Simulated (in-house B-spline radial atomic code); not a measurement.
Values are calculated unless marked as measured or tabulated.
## Weak and strong correlation along the adiabatic connection

Two-electron singlets in several external potentials (atomic units), by full CI in B-splines with partial waves to l = 8 (correlation energies up to 0.6 % small). The repulsion is scaled by λ at fixed density; W(λ) is the mean repulsion less the Hartree energy, W(0) = E_x, and the area under W from 0 to 1 is E_xc.

One system gave this curve:

```json
{"λ": "0", "W (hartree)": "-0.44362"}
{"λ": "0.02", "W (hartree)": "-0.44561"}
{"λ": "0.05", "W (hartree)": "-0.44852"}
{"λ": "0.12", "W (hartree)": "-0.45496"}
{"λ": "0.25", "W (hartree)": "-0.4658"}
{"λ": "0.4", "W (hartree)": "-0.47673"}
{"λ": "0.6", "W (hartree)": "-0.48919"}
{"λ": "0.8", "W (hartree)": "-0.49969"}
{"λ": "1", "W (hartree)": "-0.50864"}
{"λ": "1.4", "W (hartree)": "-0.52304"}
{"λ": "2", "W (hartree)": "-0.53871"}
{"λ": "3", "W (hartree)": "-0.55585"}
{"λ": "4.5", "W (hartree)": "-0.57132"}
{"λ": "7", "W (hartree)": "-0.58583"}
```

Which system is it?
A. −Z exp(−kr)/r, Z = 8.58, k = 2.01
B. −Z/r, Z = 1.81, wall at 6.42 bohr
C. ω²r²/2 − Z/r, ω = 0.0771, Z = 1
D. ω²r²/2 − Z/r, ω = 1.13, Z = 3

C. The exchange energy sets the size: ω²r²/2 − Z/r, ω = 0.0771, Z = 1: E_x = -0.444, E_c = -0.0373; −Z exp(−kr)/r, Z = 8.58, k = 2.01: E_x = -4.91, E_c = -0.0457; ω²r²/2 − Z/r, ω = 1.13, Z = 3: E_x = -1.78, E_c = -0.0428; −Z/r, Z = 1.81, wall at 6.42 bohr: E_x = -0.905, E_c = -0.0416 hartree.
